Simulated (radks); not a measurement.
Values are calculated unless marked as measured or tabulated.
Excited configurations of the fluorine ion F3+: one electron is placed in a higher orbital outside [He] 2s2 2p1. The ground configuration is [He] 2s2 2p2. Code: a radial shooting solver on a logarithmic mesh with Libxc functionals. Model: scalar-relativistic Kohn-Sham, PBE, spin-polarised, spherical densities, finite nucleus; open shells are filled with parallel spins first; Fermi nuclear charge, rms radius 2.8976 fm. Excitation = E - E(ground); binding = E(ion) - E, where the ion is the core of charge +4; n* = 4/sqrt(2 binding) in atomic units, and the quantum defect is n - n*.

[
 {"outer orbital": "3s", "excitation (eV)": "51.926", "binding (eV)": "35.897", "n*": "2.463", "quantum defect": "0.537", "<r> (bohr)": "2.330"},
 {"outer orbital": "3p", "excitation (eV)": "56.355", "binding (eV)": "31.468", "n*": "2.630", "quantum defect": "0.370", "<r> (bohr)": "2.420"},
 {"outer orbital": "4p", "excitation (eV)": "70.862", "binding (eV)": "16.962", "n*": "3.583", "quantum defect": "0.417", "<r> (bohr)": "4.702"},
 {"outer orbital": "5d", "excitation (eV)": "78.087", "binding (eV)": "9.737", "n*": "4.728", "quantum defect": "0.272", "<r> (bohr)": "7.855"},
 {"outer orbital": "6p", "excitation (eV)": "80.598", "binding (eV)": "7.225", "n*": "5.489", "quantum defect": "0.511", "<r> (bohr)": "11.38"},
 {"outer orbital": "7s", "excitation (eV)": "82.304", "binding (eV)": "5.519", "n*": "6.281", "quantum defect": "0.719", "<r> (bohr)": "15.24"},
 {"outer orbital": "7d", "excitation (eV)": "82.855", "binding (eV)": "4.968", "n*": "6.620", "quantum defect": "0.380", "<r> (bohr)": "16.21"}
]

The Delta-SCF ionisation energy is 87.823 eV (NIST Atomic Spectra Database: 87.18 eV, semi-empirical). Self-interaction in the functional shifts the binding energies and quantum defects, so they are the method's values and not measured ones. Open shells are spherical and high-spin; term and fine-structure splittings are not resolved.
